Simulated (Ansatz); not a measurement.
Consider the ligand exchange at a Ga–O bond: `[OH][Ga]([F])[SH]` + H₂Se → `[F][Ga]([SH])[SeH]` + H₂O.

Program: Ansatz. Geometries: PBE0-D4/def2-TZVP. ΔE: electronic, gas phase. CCSD(T)/CBS is the MP2 limit (def2-TZVPP, def2-QZVPP) plus CCSD(T) − MP2 in def2-TZVPP, frozen cores. This one scheme is used for every species. Functionals use def2-TZVPP. B3LYP here is the variant with VWN-RPA as its local correlation; programs differ in this. For Ga, Se outer-core shells are correlated without core-valence functions, which leaves a few kJ/mol of doubt a bond. Scalar relativity is left out up to krypton. One conformer a species, not always the lowest.

```
             level  ΔE (kJ/mol)  difference from CCSD(T)/CBS
            PBE-D4        -52.7                         -1.5
         r2SCAN-D4        -48.0                          3.2
           PBE0-D4        -55.6                         -4.4
           ωB97X-V        -42.7                          8.5
           ωB97M-V        -46.6                          4.6
            r2SCAN        -47.3                          3.9
             B3LYP        -43.7                          7.5
     HF/def2-TZVPP        -42.2                          9.0
    MP2/def2-TZVPP        -47.4                          3.8
   CCSD/def2-TZVPP        -43.4                          7.8
CCSD(T)/def2-TZVPP        -44.3                          6.9
     HF/def2-QZVPP        -40.8                         10.4
    MP2/def2-QZVPP        -50.8                          0.4
CCSD(T)/def2-QZVPP        -45.0                          6.2
      HF/CBS(def2)        -40.6                         10.6
    CCSD/CBS(def2)        -50.4                          0.8
       CCSD(T)/CBS        -51.2                            0
```

Largest T1 diagnostic among the species: 0.014.

From PBE to PBE0 (25 % exact exchange), in def2-TZVPP and without D4, ΔE moves by −3.1 kJ/mol. The D4 term adds −5.2 kJ/mol with B3LYP and −2.9 kJ/mol with PBE0; it sums over pairs of atoms, weighted by their polarisabilities, and B3LYP, whose exchange is more repulsive, gets the larger term.
